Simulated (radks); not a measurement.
Q: Numerical settings for the cadmium ion Cd+, [Kr] 4d10 5s1. All-electron calculation, non-relativistic Kohn-Sham, PBE, spin-unpolarised, spherical densities, point nucleus; relativity is left out, which matters for an element this heavy. Program: a radial shooting solver on a logarithmic mesh with Libxc functionals. The defaults (mesh step 0.008 in ln r, mesh end at 40 bohr or more with all orbitals vanishing there, Anderson mixing 0.5 over 9 steps, residual threshold near 1e-9 with the energy settled to 1e-9 hartree or 1e-11 of itself, here a cap of 83 iterations) give E = -5466.7307 hartree and 5s at -12.354 eV in 14 iterations. Run on one thread of a shared host, so times are rough (Arm Neoverse N1): 0.13 s of CPU time, 0.13 s wall, 14 iterations on 2602 mesh points. One setting is changed at a time: mesh step in ln r 0.02; mesh step in ln r 0.2; mesh step in ln r 0.08; mesh end (bohr) 2; mesh end (bohr) 8; residual threshold 1e-05; residual threshold 1e-13; mixing 2.5; linear mixing, mixing 0.8; linear mixing, mixing 1; mixing history 3; iteration cap 5. Which runs fail to converge, and which converge to a wrong energy?

A: Not converged within the cap: mesh step in ln r 0.2; mesh step in ln r 0.08; linear mixing, mixing 0.8; linear mixing, mixing 1; iteration cap 5. Settled on a wrong energy, with an occupied level pushed above zero by the early mesh end: mesh end (bohr) 2 (+8.29 hartree). Apart from these: no run marked as converged misses the energy by more than 1 mhartree.
